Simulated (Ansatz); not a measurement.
`N[Si]Br` + H–F → `F[Si]Br` + NH₃ at 600 K and 1 bar (ligand exchange at the Si–N bond).

Isolated molecules relaxed with PBE0-D4/def2-TZVP in Ansatz; ΔE leaves out vibrations. CCSD(T)/CBS is the MP2 limit (def2-TZVPP, def2-QZVPP) plus CCSD(T) − MP2 in def2-TZVPP, frozen cores. This one scheme is used for every species. For Br outer-core shells are correlated without core-valence functions, which leaves a few kJ/mol of doubt a bond. Scalar relativity is left out up to krypton. One conformer a species, not always the lowest.

| species | CCSD(T)/CBS energy (Eh) | H − E (kJ/mol) | S (J/(mol·K)) |
| --- | --- | --- | --- |
| `N[Si]Br` | -2918.35423 | 107.8 | 343.7 |
| H–F | -100.39570 | 42.3 | 194.0 |
| `F[Si]Br` | -2962.26094 | 37.1 | 324.0 |
| NH₃ | -56.50880 | 112.4 | 219.5 |

H − E and S are ideal-gas, rigid-rotor, harmonic terms from PBE0-D4/def2-TZVP, for one conformer and one mirror image of each species. 1 Eh = 2625.50 kJ/mol, R = 8.31446 J/(mol·K).

Task: By hand: ΔE, ΔH, ΔS and ΔG.

Result: ΔE = (-2962.26094) + (-56.50880) − (-2918.35423) − (-100.39570) = -0.01981 Eh = -52.0 kJ/mol. Δ(H − E) = 37.1 + 112.4 − 107.8 − 42.3 = -0.6, so ΔH = -52.6 kJ/mol. ΔS = 324.0 + 219.5 − 343.7 − 194.0 = 5.8 J/(mol·K). ΔG = -52.6 − 600 × (5.8)/1000 = -56.1 kJ/mol.

Task: By hand: the equilibrium constant, and the temperature at which ΔG would vanish if ΔH and ΔS stayed fixed.

Result: log₁₀ K = −ΔG/(RT ln 10) = 4.9. ΔH and −TΔS have one sign here, so there is no such temperature. One of them is within its doubt of zero, so this could turn.

The number of gas molecules stays the same, so ΔS is small and ΔH decides. A doubt of 5 kJ/mol in ΔE shifts log₁₀ K by 0.4 here. Other conformers and mirror images would add mixing entropy, several J/(mol·K) or more a flexible species. These are equilibria of isolated gas molecules and say nothing of rates. Largest T1 diagnostic: 0.012 (customary marks: 0.02 for closed shells, 0.045 for open ones).
